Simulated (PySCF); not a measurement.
## Simulated absorption spectrum

Species: C₅H₁₀OSSi.
SMILES: `S([SiH2]OC)C1=CCC1`

Method: TDDFT PBE0/def2-SVPD, vertical, gas phase, core orbitals frozen in the response in PySCF 2.14.0, density-fitted response routines. Isolated species at its GFN2-xTB geometry (one conformer only). Torsions of this conformer, `[CH3:1][O:2][SiH2:3][S:4][C:5]1=[CH:6][CH2:7][CH2:8]1`: C1–O2–Si3–S4 180°, O2–Si3–S4–C5 179°, Si3–S4–C5–C6 2°.

Broadening: Gaussians 0.3 eV wide at half height, area fixed by f = 4.319×10⁻⁹ ∫ε dν̃. The cross-section is σ = 3.8235×10⁻²¹ ε cm², given in Mb (10⁻¹⁸ cm²). The width is an assumption, not a result. The curve ends short of the highest state used, and states not computed would add to its high-energy end.

E (eV), σ (Mb) and a bar:
```
     4.40       0.00 
     4.44       0.00 
     4.47       0.00 
     4.51       0.01 
     4.54       0.02 
     4.58       0.04 
     4.61       0.07 
     4.65       0.11 
     4.69       0.18 
     4.72       0.23 
     4.76       0.31 
     4.79       0.36 
     4.83       0.40 
     4.86       0.40 
     4.90       0.37 
     4.93       0.33 
     4.97       0.26 
     5.00       0.21 
     5.04       0.14 
     5.07       0.09 
     5.11       0.05 
     5.15       0.03 
     5.18       0.01 
     5.22       0.01 
     5.25       0.00 
     5.29       0.00 
     5.32       0.01 
     5.36       0.03 
     5.39       0.07 
     5.43       0.21 
     5.46       0.44 
     5.50       1.09 
     5.53       2.05 #
     5.57       4.44 ##
     5.61       8.82 ###
     5.64      13.95 #####
     5.68      23.79 ########
     5.71      33.47 ############
     5.75      48.71 #################
     5.78      60.76 #####################
     5.82      75.18 ##########################
     5.85      82.92 #############################
     5.89      86.95 ##############################
     5.92      84.63 #############################
```

Question: Where are the band maxima, and which computed states make them?

Answer: 256 nm (4.85 eV), ε about 110, made up of S1 (100%); 211 nm (5.89 eV), ε about 23000, made up of S3 (95%) (ε in L mol⁻¹ cm⁻¹; maxima over ε = 5, shares over 10%). The states used: S1 4.85 eV (f 0.0012); S2 5.79 eV (f 0.014); S3 5.89 eV (f 0.241); S4 5.97 eV (f 0.0025); S5 6.48 eV (f 0.0013); S6 6.52 eV (f 0.0028).

Question: On this curve, what absorbance would a 10⁻³ mol/L sample give at 222 nm over a 1 cm path?

Answer: 222 nm is 5.585 eV, where ε is about 1500 L mol⁻¹ cm⁻¹, so A = ε c l ≈ 1.5 (Beer–Lambert, with the gas-phase spectrum and the assumed width).

Question: What would ε be at 5.89 eV, the highest of these maxima, with half the width (0.15 eV)?

Answer: About 44100 L mol⁻¹ cm⁻¹ against 22700, a factor of about 1.9; a lone state at its own centre would give exactly 2.

Question: Does any computed singlet lie in the visible range?

Answer: No computed singlet lies in the visible range (380 to 750 nm); the lowest, at 256 nm, stands 1.59 eV above its violet end (3.26 eV).
